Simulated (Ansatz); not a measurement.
System: HSe, charge -1, multiplicity 1. Whether it binds its extra electron was not tested at this geometry. SMILES: [SeH-]
Geometry: optimised at B3LYP-D3(BJ)/def2-TZVP (Ansatz, a program for electronic structure).

Parts of the frozen-core correlation energy in cc-pVDZ (Ansatz, hartree). Frozen orbitals: 14; correlated occupied orbitals by spin: 4 and 4; virtual: 14 and 14. No spin-orbit coupling. No relativistic terms.

```tsv
term	value
reference (HF)	-2400.40359
MP2 opposite-spin	-0.09217
MP2 same-spin	-0.02814
CCSD correlation	-0.13690
(T)	-0.00215
FCI minus CCSD(T)	-0.00049
CCSDT minus CCSD(T)	-0.00026
CCSDT(Q) minus CCSD(T)	-0.00046
T1 diagnostic	0.006
largest doubles amplitude	0.068
```
